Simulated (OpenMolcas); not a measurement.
A calculation on Ag II.

```yaml
Program: OpenMolcas
Method: "SS-RASPT2, IPEA 0.25 Eh, imaginary shift 0.1 Eh (closed shells correlated: 4s 4p)"
Basis: ANO-RCC-VTZP [7s6p4d2f1g]
Scalar_Hamiltonian: DKH2, point nucleus
Active_space: 10 electrons in 9 orbitals (RAS2 4d 5s; RAS3 5p, at most 2 electrons)
State_averaging: 2S+1 = 1 even, 6 roots; 2S+1 = 3 even, 5 roots kept (CI in the orbitals of an earlier block)
Spin-orbit_coupling: state interaction with AMFI integrals over the reference wave functions, term energies averaged over their components
```

Q: Which level of the active space comes out lowest?

A: 4d10 1S0, with 100 % of that term; it is also the measured ground level.

Q: How high does 4d9 5s 3D1 lie?

A: 41855 cm-1 above the lowest level; measured 43743 cm-1 above the ground level, so the calculation is off by -4 %.

Q: How high does 4d9 5s 3D3 lie?

A: 37559 cm-1 above the lowest level; measured 39168 cm-1 above the ground level, so the calculation is off by -4 %.

Q: How high does 4d9 5s 3D2 lie?

A: 38994 cm-1 above the lowest level; measured 40745 cm-1 above the ground level, so the calculation is off by -4 %.

Measured values: NIST Handbook of Basic Atomic Spectroscopic Data.

Terms from blocks run as CI alone lack orbitals of their own. A single d shell beside an s shell can misplace configurations of different d count against each other. Measured partners are found by configuration, term and J. A level has none where our copy of the source lacks it or the pairing is in doubt (some pairs that miss far off the trend of their configuration count as doubtful), and it then counts in no deviation. Only configurations of the active space appear.
